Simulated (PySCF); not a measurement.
**Question.** Write Cartesian coordinates for CdMe(OMe) (`C[O][Cd][CH3]`) as optimised with PBE0-D3(BJ)/def2-SVP. (Singlet state.)

**Answer.** 
```xyz
10
C2H6CdO angstrom
Cd     0.3281   -0.2504    0.5175
C     -0.0470   -0.6378    2.5348
H     -1.1193   -0.8285    2.6860
H      0.2483    0.2235    3.1507
H      0.5165   -1.5220    2.8658
O      0.8284    0.0678   -1.3662
C      0.0172    0.5972   -2.3565
H     -0.9061    0.0086   -2.5499
H      0.5700    0.6237   -3.3163
H     -0.3115    1.6412   -2.1615
```

Any rigid rotation of these coordinates is as good. Atoms count from 1 in this order. Cd1 (cadmium bonded to C and O) is almost linear (angle 175.5°). The 4 heavy atoms lie in one plane (0.001 Å rms).

Bonds between heavy atoms (Å): Cd1–C2 2.088, Cd1–O6 1.975, O6–C7 1.385.

Method used: PBE0-D3(BJ)/def2-SVP geometry optimisation, gas phase, def2 core potentials past Kr (PySCF 2.14.0).

PBE0-D3(BJ)/def2-SVP frequencies: not computed here.

On an Intel Xeon 6975P-C with one thread, no GPU, on a shared host, this took 30 s wall and 0.42 GiB of memory at its peak. These figures are those of the optimisation.
